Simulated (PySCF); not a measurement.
Structure problem from calculated spectra and properties.

Elements present: C, H, N, O and Si. Monoisotopic mass: 119.0403 u.

- XPS: Si2p3/2 107.4, C1s 291.0, C1s 292.2 (×2), N1s 405.1, O1s 537.8 (×2), Si1s 1847.3 eV [ΔSCF SCAN, pcX-2 on the ionised atom, pcseg-1 elsewhere, spin-free X2C, 2p3/2 from a spin–orbit splitting computed afterwards within the 2p shell]
- Rotational structure: rotational constants A, B, C: 3.595, 1.805, 1.632 GHz [PBE0-D3(BJ)/def2-SVP]
- Polarisability: 73.0 au [CAM-B3LYP/def2-SVPD]
- Triplet: lowest triplet excitation (Tamm–Dancoff): 5.94 eV [TDA CAM-B3LYP/def2-SVPD]
- 13C NMR: chemical shifts (computed TMS as zero) by class: 67.2 (2 C), 33.0 (1 C) ppm [GIAO B97-2/pcSseg-1]
- Valence photoelectron: vertical ionisation energy: 9.38 eV [ΔSCF CAM-B3LYP/def2-SVPD]
- NMR, other nuclei: isotropic shieldings of nuclei other than C and H, by class: 247 (1 N), 294 (2 O), 346 (1 Si) ppm [GIAO B97-2/pcSseg-1]
- 1H NMR: chemical shifts (computed TMS as zero) by class: 4.93 (1 H), 4.06 (2 H), 3.89 (2 H), 2.28 (2 H), 0.21 (2 H) ppm [GIAO B97-2/pcSseg-1]

Gas-phase values; electronic properties from PySCF, density fitting. Levels stand in brackets. One conformer (not necessarily the lowest) at the PBE0-D3(BJ)/def2-SVP geometry, without solvent, vibrations or thermal averaging. NMR values are class means; diastereotopic atoms form classes of their own.

Q: Which formula fits the mass and the elements?

A: C3H9NO2Si (calculated 119.0403). No other formula that holds each of these elements comes within 0.0003 u with a fitting electron parity and a possible valence count.

Q: What is the compound? Reason from the data.

A: Numbering: `[NH2:1][CH2:2][SiH:3]1[O:4][CH2:5][CH2:6][O:7]1`. Its formula, C3H9NO2Si, gives 1 degree of unsaturation: 1 ring and 0 π bonds in the structure found. 3 carbons fall into 2 classes; from least to most shielded: ring sp3 carbon bound to oxygen [C5/C6] (67.2 ppm, 2 C), chain sp3 carbon bound to nitrogen [C2] (33.0 ppm). Hydrogen classes from least to most shielded: 1 H on an oxygen-bound silicon, Si3 (4.93 ppm), 2 H on 2 like atoms (sp3 carbon bound to oxygen), C5/C6 (4.06 ppm), 2 H on 2 like atoms (sp3 carbon bound to oxygen), C5/C6 (3.89 ppm), 2 H on an sp3 carbon bound to nitrogen, C2 (2.28 ppm), 2 H on a primary amine nitrogen, N1 (0.21 ppm). The other shieldings belong to: 247 ppm, primary amine nitrogen [N1]; 294 ppm, silyl ether oxygen [O4/O7]; 346 ppm, oxygen-bound silicon [Si3]. The core levels belong to: Si2p3/2 107.4 eV, oxygen-bound silicon [Si3]; C1s 291.0 eV, sp3 carbon bound to nitrogen [C2]; C1s 292.2 eV, sp3 carbon bound to oxygen [C5/C6]; N1s 405.1 eV, primary amine nitrogen [N1]; O1s 537.8 eV, silyl ether oxygen [O4/O7]; Si1s 1847.3 eV, oxygen-bound silicon [Si3]. One atom of each topological class was ionised and stands for its class. The first electron is taken from the HOMO, whose largest Löwdin shares are 0.54 on the primary amine nitrogen, 0.16 on the sp3 carbon bound to nitrogen, 0.07 on a methylene hydrogen and 0.05 on an N–H hydrogen. The optimised geometry has point group C1 and is an asymmetric top. Structure: `NC[SiH]1OCCO1`. Computed isomers that give other values at the same levels: `CN[SiH2]OC(C)=O` (static isotropic polarisability: 76.8 au). The assignments are read from this structure; whether some other isomer fits the data as well wasn't checked.
